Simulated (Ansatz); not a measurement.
Ansatz (a quantum-chemistry and plane-wave program) input (B3LYP-D3(BJ)/def2-TZVP):

Ansatz 0.2 input:
```yaml
crystal:
  periodic: [false, false, false]
  atoms:
    - {symbol: Ta, position_ang: [0.65967430, -0.24623403, 0.01176553]}
    - {symbol: O, position_ang: [1.36412049, 0.04232104, -1.52187224]}
    - {symbol: Br, position_ang: [-1.68769108, 0.50390045, 0.32331699]}
basis:
  gaussian:
    orbitals: def2-TZVP
hamiltonian:
  xc: b3lyp
  dispersion: d3bj
magnetization: {spin_polarized: true, initial_magnetization: 2}
phonons: {temperatures: {t_min: 298.15, t_max: 298.15, t_step: 100}}
```

Output:

```
Functional definition: B3LYP
integrals: 0.05 GiB planned
938 factors; their error is unknown
mean field: 0.62 GiB planned
mean field evaluation 1: about -73637.6761 eV, gradient 5.3e1 eV
mean field evaluation 2: about -73443.2556 eV, gradient 1.7e2 eV
mean field evaluation 4: about -73647.4214 eV, gradient 1.0e1 eV
mean field evaluation 8: about -73647.9738 eV, gradient 1.2e-1 eV
mean field evaluation 16: about -73648.3219 eV, gradient 1.6e-3 eV
mean field evaluation 32: about -73648.3190 eV, gradient 5.9e-1 eV
mean field -73648.32191444 eV, -2706.5259097302 hartree, gradient 9.8e-7 eV, S^2 2.007095; 1 other end points of the search recorded, 0 dependent functions left out
the calculation of the forces begins
reference -73648.32213202 eV, -2706.5259177259 hartree; 29, 27 occupied and 90, 92 virtual orbitals, 938 factors
these checks for a lower state are left out or cut short: stability, starts, cluster_reference, orbital_swaps, neighbouring_geometries, increment
integrals: 0.05 GiB planned
938 factors; their error is unknown
mean field: 0.62 GiB planned
mean field -73648.32186728 eV, -2706.5259079972 hartree, gradient 2.9e-6 eV, S^2 2.007084; 0 other end points of the search recorded, 0 dependent functions left out
the calculation of the forces begins
reference -73648.32208486 eV, -2706.5259159928 hartree; 29, 27 occupied and 90, 92 virtual orbitals, 938 factors
these checks for a lower state are left out or cut short: stability, starts, cluster_reference, orbital_swaps, neighbouring_geometries, increment
integrals: 0.05 GiB planned
938 factors; their error is unknown
mean field: 0.62 GiB planned
mean field -73648.32184876 eV, -2706.5259073164 hartree, gradient 1.1e-6 eV, S^2 2.007106; 0 other end points of the search recorded, 0 dependent functions left out
the calculation of the forces begins
reference -73648.32206634 eV, -2706.5259153122 hartree; 29, 27 occupied and 90, 92 virtual orbitals, 938 factors
these checks for a lower state are left out or cut short: stability, starts, cluster_reference, orbital_swaps, neighbouring_geometries, increment
integrals: 0.05 GiB planned
938 factors; their error is unknown
mean field: 0.62 GiB planned
mean field -73648.32183650 eV, -2706.5259068658 hartree, gradient 9.9e-7 eV, S^2 2.007049; 0 other end points of the search recorded, 0 dependent functions left out
the calculation of the forces begins
reference -73648.32205409 eV, -2706.5259148620 hartree; 29, 27 occupied and 90, 92 virtual orbitals, 938 factors
these checks for a lower state are left out or cut short: stability, starts, cluster_reference, orbital_swaps, neighbouring_geometries, increment
integrals: 0.05 GiB planned
938 factors; their error is unknown
mean field: 0.62 GiB planned
mean field evaluation 64: about -73648.3218 eV, gradient 1.1e-4 eV
mean field -73648.32183563 eV, -2706.5259068337 hartree, gradient 1.4e-6 eV, S^2 2.007141; 0 other end points of the search recorded, 0 dependent functions left out
the calculation of the forces begins
reference -73648.32205319 eV, -2706.5259148290 hartree; 29, 27 occupied and 90, 92 virtual orbitals, 938 factors
these checks for a lower state are left out or cut short: stability, starts, cluster_reference, orbital_swaps, neighbouring_geometries, increment
integrals: 0.05 GiB planned
938 factors; their error is unknown
mean field: 0.62 GiB planned
mean field -73648.32192797 eV, -2706.5259102274 hartree, gradient 1.1e-6 eV, S^2 2.007114; 0 other end points of the search recorded, 0 dependent functions left out
the calculation of the forces begins
reference -73648.32214557 eV, -2706.5259182239 hartree; 29, 27 occupied and 90, 92 virtual orbitals, 938 factors
these checks for a lower state are left out or cut short: stability, starts, cluster_reference, orbital_swaps, neighbouring_geometries, increment
integrals: 0.05 GiB planned
938 factors; their error is unknown
mean field: 0.62 GiB planned
mean field -73648.32186259 eV, -2706.5259078247 hartree, gradient 1.1e-6 eV, S^2 2.007076; 0 other end points of the search recorded, 0 dependent functions left out
the calculation of the forces begins
reference -73648.32208015 eV, -2706.5259158197 hartree; 29, 27 occupied and 90, 92 virtual orbitals, 938 factors
these checks for a lower state are left out or cut short: stability, starts, cluster_reference, orbital_swaps, neighbouring_geometries, increment
integrals: 0.05 GiB planned
938 factors; their error is unknown
mean field: 0.62 GiB planned
mean field -73648.32185375 eV, -2706.5259074999 hartree, gradient 2.2e-6 eV, S^2 2.007140; 0 other end points of the search recorded, 0 dependent functions left out
the calculation of the forces begins
reference -73648.32207133 eV, -2706.5259154955 hartree; 29, 27 occupied and 90, 92 virtual orbitals, 938 factors
these checks for a lower state are left out or cut short: stability, starts, cluster_reference, orbital_swaps, neighbouring_geometries, increment
integrals: 0.05 GiB planned
938 factors; their error is unknown
mean field: 0.62 GiB planned
mean field evaluation 96: about -73647.9742 eV, gradient 1.1e-3 eV
mean field -73648.32182323 eV, -2706.5259063781 hartree, gradient 1.7e-6 eV, S^2 2.007050; 0 other end points of the search recorded, 0 dependent functions left out
the calculation of the forces begins
reference -73648.32204081 eV, -2706.5259143739 hartree; 29, 27 occupied and 90, 92 virtual orbitals, 938 factors
these checks for a lower state are left out or cut short: stability, starts, cluster_reference, orbital_swaps, neighbouring_geometries, increment
integrals: 0.05 GiB planned
938 factors; their error is unknown
mean field: 0.62 GiB planned
mean field -73648.32183405 eV, -2706.5259067757 hartree, gradient 1.1e-6 eV, S^2 2.007087; 0 other end points of the search recorded, 0 dependent functions left out
the calculation of the forces begins
reference -73648.32205161 eV, -2706.5259147708 hartree; 29, 27 occupied and 90, 92 virtual orbitals, 938 factors
these checks for a lower state are left out or cut short: stability, starts, cluster_reference, orbital_swaps, neighbouring_geometries, increment
integrals: 0.05 GiB planned
938 factors; their error is unknown
mean field: 0.62 GiB planned
mean field -73648.32191796 eV, -2706.5259098595 hartree, gradient 3.0e-6 eV, S^2 2.007102; 0 other end points of the search recorded, 0 dependent functions left out
the calculation of the forces begins
reference -73648.32213555 eV, -2706.5259178559 hartree; 29, 27 occupied and 90, 92 virtual orbitals, 938 factors
these checks for a lower state are left out or cut short: stability, starts, cluster_reference, orbital_swaps, neighbouring_geometries, increment
integrals: 0.05 GiB planned
938 factors; their error is unknown
mean field: 0.62 GiB planned
mean field -73648.32189785 eV, -2706.5259091205 hartree, gradient 1.1e-6 eV, S^2 2.007096; 0 other end points of the search recorded, 0 dependent functions left out
the calculation of the forces begins
reference -73648.32211541 eV, -2706.5259171158 hartree; 29, 27 occupied and 90, 92 virtual orbitals, 938 factors
these checks for a lower state are left out or cut short: stability, starts, cluster_reference, orbital_swaps, neighbouring_geometries, increment
integrals: 0.05 GiB planned
938 factors; their error is unknown
mean field: 0.62 GiB planned
mean field evaluation 128: about -73647.9743 eV, gradient 2.3e-4 eV
mean field -73648.32192923 eV, -2706.5259102738 hartree, gradient 1.1e-6 eV, S^2 2.007094; 0 other end points of the search recorded, 0 dependent functions left out
the calculation of the forces begins
reference -73648.32214682 eV, -2706.5259182700 hartree; 29, 27 occupied and 90, 92 virtual orbitals, 938 factors
Total energy: -73648.46373503 eV, -2706.5311215405 hartree
Atom 0 at     0.659674    -0.246234     0.011766 Å, force     0.000811    -0.000198    -0.000278 eV/Å
Atom 1 at     1.364120     0.042321    -1.521872 Å, force    -0.000330     0.000003     0.000331 eV/Å
Atom 2 at    -1.687691     0.503900     0.323317 Å, force    -0.000480     0.000195    -0.000053 eV/Å
Dipole moment:     0.209804    -0.295341     0.612207 e Å
Vibrations: 137.07 250.76 997.63 cm⁻¹, zero-point energy 0.085888 eV
```

The spin state was set by rule; other spins were not relaxed.
